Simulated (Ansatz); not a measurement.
Born–Oppenheimer molecular dynamics of H3ISi (5 atoms, charge 0, multiplicity 1). It starts from a relaxed structure.

Theory: Ansatz 0.2.0, RKS PBE0/def2-SVP.

* ensemble: NVT, Langevin thermostat
* time step: 0.5 fs
* steps asked: 100
* set temperature: 300 K
* friction: 0.001 /fs
* temperature schedule: 25 steps to 300 K, then 75 steps to 75 K
* seed: 383275

First frame:

```xyz
5
Properties=species:S:1:pos:R:3
Si -0.165 0.069 -0.077
I 1.917 -0.928 0.742
H -1.151 0.090 1.039
H -0.675 -0.759 -1.204
H 0.123 1.455 -0.540
```

How far do the bonds stretch over the last three quarters of this one trajectory? (Pairs bonded in most of those frames.)


```json
{"bond": "Si1–I2", "mean (Å)": "2.507", "spread (Å)": "0.024", "shortest": "2.45", "longest": "2.53"}
{"bond": "Si1–H3", "mean (Å)": "1.489", "spread (Å)": "0.047", "shortest": "1.42", "longest": "1.56"}
{"bond": "Si1–H4", "mean (Å)": "1.490", "spread (Å)": "0.015", "shortest": "1.47", "longest": "1.51"}
{"bond": "Si1–H5", "mean (Å)": "1.491", "spread (Å)": "0.018", "shortest": "1.46", "longest": "1.52"}
```

Mean temperature of the second half: 145 K. The schedule's set-point averaged 150 K over the second half and the system 145 K. A run of 0.05 ps of so small a system gives no equilibrium averages.

Run time: 110 s on 1 thread of Arm Neoverse V2 (shared host), peak memory 0.1 GiB.
